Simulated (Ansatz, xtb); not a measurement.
**Relative energy of two structures of H7NSn2**

Structure a: a singlet given by its coordinates. Structure b: `[NH2][SnH2][SnH3]`, a singlet. Both are isolated molecules in the gas phase, relaxed with PBE0-D3(BJ)/def2-SVP; the shapes shown needn't be the lowest conformers.

a (Å):

```xyz
10

N    -0.8399    0.5522    1.1219
Sn   -0.3363    1.2565   -2.3856
Sn    1.2846   -0.1950    0.4529
H     1.1150    0.7952   -1.1729
H    -1.1894   -0.1802   -1.7170
H    -1.0652    1.3049    0.4487
H     1.8683    1.3263    1.1819
H    -1.0055    2.2530   -1.0248
H    -1.5591   -0.1634    1.0160
H    -0.8799    0.9261    2.0704
```

Close contacts (Å): N1–Sn3 2.35, Sn2–Sn3 3.58, N1–H6 1.03, N1–H9 1.02, N1–H10 1.02, Sn2–H4 1.95, Sn2–H5 1.80, Sn2–H8 1.81, Sn3–H4 1.91, Sn3–H7 1.79.

b (Å):

```yaml
atoms:
  - { symbol: N, position_ang: [0.3934, -1.0067, 0.5848] }
  - { symbol: Sn, position_ang: [-1.3674, -0.1185, 1.1618] }
  - { symbol: Sn, position_ang: [-2.3348, 1.7777, -0.6446] }
  - { symbol: H, position_ang: [0.3048, -1.4992, -0.3033] }
  - { symbol: H, position_ang: [1.1476, -0.3308, 0.4699] }
  - { symbol: H, position_ang: [-1.0271, 0.5988, 2.6830] }
  - { symbol: H, position_ang: [-2.4786, -1.4125, 1.3491] }
  - { symbol: H, position_ang: [-1.1841, 3.0317, -0.8716] }
  - { symbol: H, position_ang: [-3.8007, 2.4926, -0.1105] }
  - { symbol: H, position_ang: [-2.6229, 1.0559, -2.1757] }
```

Quicker runs give these differences E(b) − E(a): GFN2-xTB +1.758 eV; HF/STO-3G −5.593 eV (at GFN2-xTB geometries); r2SCAN-D4/def2-SVP +0.132 eV (at GFN2-xTB geometries).

Problem. Estimate which is lower in electronic energy at CCSD(T)/def2-SVP + ΔMP2/def2-TZVPP, and by roughly how much.

Solution. Too close to call at this level: CCSD(T)/def2-SVP + ΔMP2/def2-TZVPP gives E(b) − E(a) = +0.072 eV.

Level by level:

```tsv
level	geometry	E(b) − E(a) (eV)	departure from the last row (eV)	job, with rough time for the two
GFN2-xTB	GFN2-xTB	+1.758	+1.686	optimisation, 0.25 s
HF/STO-3G	GFN2-xTB	−5.593	−5.665	single point, 1.5 s
r2SCAN-D4/def2-SVP	GFN2-xTB	+0.132	+0.060	single point, 3.4 s
PBE0-D3(BJ)/def2-SVP	PBE0-D3(BJ)/def2-SVP	+0.256	+0.184	optimisation, 56 s
HF/def2-SVP	PBE0-D3(BJ)/def2-SVP	−0.105	−0.177	part of the CCSD(T) run
MP2/def2-SVP	PBE0-D3(BJ)/def2-SVP	−0.097	−0.169	part of the CCSD(T) run
CCSD(T)/def2-SVP	PBE0-D3(BJ)/def2-SVP	+0.054	−0.018	single point
CCSD(T)/def2-SVP + ΔMP2/def2-TZVPP	PBE0-D3(BJ)/def2-SVP	+0.072		single point, 31 s
```

HF/STO-3G, HF/def2-SVP, MP2/def2-SVP put the two in the other order. The largest departure from CCSD(T)/def2-SVP + ΔMP2/def2-TZVPP is that of HF/STO-3G, 5.665 eV. The last row adds to CCSD(T) the change of the MP2 difference between the two basis sets, here +0.018 eV.

With harmonic frequencies from PBE0-D3(BJ)/def2-SVP (ideal gas, rigid rotor, one conformer each, 298.15 K, 1 atm): on the last row, ΔE + ΔZPE = −0.055, ΔH = −0.039, ΔG = −0.063 eV.

The correlated steps freeze 9 core orbitals; the filled d shell of Sn is correlated, in a basis made for valence electrons. Atoms past krypton carry core potentials in the def2 sets, other sets are all-electron and non-relativistic, and no spin–orbit term is included. Mirror images aren't counted in ΔG. Programs: Ansatz 0.2.0, xtb 6.7.1; the last row on 2 threads of Arm Neoverse V2 on a shared host.
